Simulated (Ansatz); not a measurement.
Mulliken charges of `[GeH][Br]` from PBE/def2-TZVPP in Ansatz (PBE0-D4/def2-TZVP geometry).

```json
{"atom": "Ge1", "x (Å)": "0.359", "y (Å)": "-0.860", "z (Å)": "0.094", "charge (e)": "0.307"}
{"atom": "Br2", "x (Å)": "0.674", "y (Å)": "1.417", "z (Å)": "0.526", "charge (e)": "-0.263"}
{"atom": "H3", "x (Å)": "-1.044", "y (Å)": "-0.622", "z (Å)": "-0.633", "charge (e)": "-0.044"}
```

By hand: the dipole of these point charges (1 e Å = 4.8032 D).

Σ q r = (-0.021, -0.609, -0.082) e Å, of length 0.615 e Å = 2.95 D.

How does the dipole of the full density compare? (Estimate.)

Computed: (-0.034, -0.309, -0.054) e Å, 1.52 D; the point charges give 1.94 times that, at 5° from its direction.

Point charges leave out the atoms' own dipoles, such as those of lone pairs, and Mulliken's split depends on the basis, so the two needn't agree.
